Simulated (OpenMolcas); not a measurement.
Os4+ among 6 point charges of -1.1 e arranged as a tetragonal octahedron (D4h), 2 Å from the ion, with the axial distance 2.180 Å.
```
   2.0000    0.0000    0.0000  -1.10
   0.0000    2.0000    0.0000  -1.10
  -2.0000    0.0000    0.0000  -1.10
   0.0000   -2.0000    0.0000  -1.10
   0.0000    0.0000    2.1800  -1.10
   0.0000    0.0000   -2.1800  -1.10
```

```
Program             : OpenMolcas 26.06
Method              : CASSCF
Basis               : ANO-RCC-VDZP [7s6p4d2f1g]
Scalar Hamiltonian  : DKH2, point nucleus
Active space        : 4 electrons in 5 orbitals (5d)
State averaging     : 2S+1 = 5 even, 5 roots; 2S+1 = 3 even, 45 roots; 2S+1 = 1 even, 50 roots
Spin-orbit coupling : state interaction with AMFI integrals over the reference wave functions
```

**Question.** What is the spin-free ground state (labels of D4, the rotations of D4h)?

**Answer.** 5B1, 1-fold in its orbital part, 100 % from free-ion D terms; it has the highest spin that d4 allows.

**Question.** Where is the first state of the same spin?

**Answer.** 5A1 at 3560 cm-1 above the ground state.

**Question.** What are the lowest two levels with spin-orbit coupling?

**Answer.** A 1-fold level A1, then a 1-fold level A2 3355 cm-1 above it. Their leading multiplicities are 5 (66 %) and 5 (85 %).

**Question.** What is χT at 300 K?

**Answer.** 0.08 cm3 K/mol.

Spin-orbit coupling mixes the spin-free states strongly: the lowest level takes only 30 % from its leading state, 5B1. Without dynamic correlation the repulsion within the d shell is too large (B by tens of per cent), so at a given field states of lower spin stand too high. Point charges give a weaker field than real ligands, and real ions of this kind are as a rule low spin; the high spin found here belongs to the model. Point charges carry no covalency, so the field is a model and not that of real ligands. No measured value stands beside these numbers.
